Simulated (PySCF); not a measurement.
Ge(F)2(OH)(NH2) (F2GeH3NO), SMILES [NH2][Ge]([OH])([F])[F].

Geometry: PBE-D3(BJ)/def2-SVP. The structure was generated by enumeration, and PubChem lists no compound with its InChIKey, so it may never have been made. The values are those of a single conformer.

All values below come from TDDFT-CAM-B3LYP/def2-SVPD (PySCF 2.14.0).

Vertical excitations. Gas-phase values at a fixed geometry.

```csv
state,energy (eV),λ (nm),f,main pairs
S1,6.69,185,0.050,HOMO→LUMO 91 %
S2,7.68,161,0.044,HOMO−1→LUMO 86 %
S3,8.40,148,0.025,"HOMO→LUMO+1 55 %, HOMO→LUMO+2 28 %"
S4,8.70,143,0.110,HOMO−2→LUMO 85 %
S5,8.94,139,0.009,"HOMO→LUMO+2 58 %, HOMO→LUMO+1 16 %, HOMO→LUMO+3 9 %"
S6,9.20,135,0.006,"HOMO→LUMO+5 37 %, HOMO→LUMO+4 29 %, HOMO→LUMO+3 17 %, HOMO→LUMO+6 6 %"
S7,9.28,134,0.054,HOMO−3→LUMO 67 %
S8,9.34,133,0.006,"HOMO−4→LUMO 22 %, HOMO−5→LUMO 16 %, HOMO−1→LUMO+1 14 %, HOMO−3→LUMO 10 %"
S9,9.50,131,0.044,"HOMO−4→LUMO 42 %, HOMO−1→LUMO+1 27 %, HOMO−1→LUMO+2 7 %"
S10,9.55,130,0.017,HOMO−5→LUMO 63 %
T1,6.10,203,0,HOMO→LUMO 84 %
T2,7.12,174,0,HOMO−1→LUMO 80 %
T3,7.90,157,0,HOMO−2→LUMO 78 %
T4,8.04,154,0,"HOMO→LUMO+1 36 %, HOMO→LUMO+2 31 %, HOMO→LUMO+3 17 %"
```
Triplets are in the Tamm–Dancoff approximation, which puts them higher than full response would, so one can lie above its singlet here.
